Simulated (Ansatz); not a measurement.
Stepwise reaction of `C[O][GeH2][SH]` with hydrogen chloride, as a gas-phase model of exchange steps in deposition or etching. ΔE in kJ/mol.

Program: Ansatz. Geometries: PBE0-D4/def2-TZVP. ΔE: electronic, gas phase. CCSD(T)/CBS is the MP2 limit (def2-TZVPP, def2-QZVPP) plus CCSD(T) − MP2 in def2-TZVPP, frozen cores. This one scheme is used for every species. Functionals use def2-TZVPP. B3LYP here is the variant with VWN-RPA as its local correlation; programs differ in this. For Ge outer-core shells are correlated without core-valence functions, which leaves a few kJ/mol of doubt a bond. Scalar relativity is left out up to krypton. One conformer a species, not always the lowest.

```json
{"step": "1", "reaction": "`C[O][GeH2][SH]` + HCl → `C[O][GeH]([SH])[Cl]` + H₂", "PBE-D4": "-65.0", "B3LYP-D4": "-64.9", "ωB97M-V": "-63.8", "CCSD(T)/CBS": "-62.3"}
```

Question: Give the row of step 2, `C[O][GeH]([SH])[Cl]` + HCl → `C[O][Ge]([SH])([Cl])[Cl]` + H₂. (Best estimate.)

Answer: The calculation gave: 
```csv
step,reaction,PBE-D4,B3LYP-D4,ωB97M-V,CCSD(T)/CBS
2,`C[O][GeH]([SH])[Cl]` + HCl → `C[O][Ge]([SH])([Cl])[Cl]` + H₂,-53.6,-53.9,-52.3,-51.4
```

Question: By hand: ΔE of the 2 steps together at CCSD(T)/CBS.

Answer: (-62.3) + (-51.4) = -113.7 kJ/mol, or -56.8 kJ/mol a step.

In ΔE each step is higher than the one before. All are downhill at CCSD(T)/CBS. PBE-D4 differs from CCSD(T)/CBS by -2.7 to -2.2 kJ/mol a step. Isolated molecules leave out the surface, adducts and barriers. Largest T1 diagnostic: 0.012.
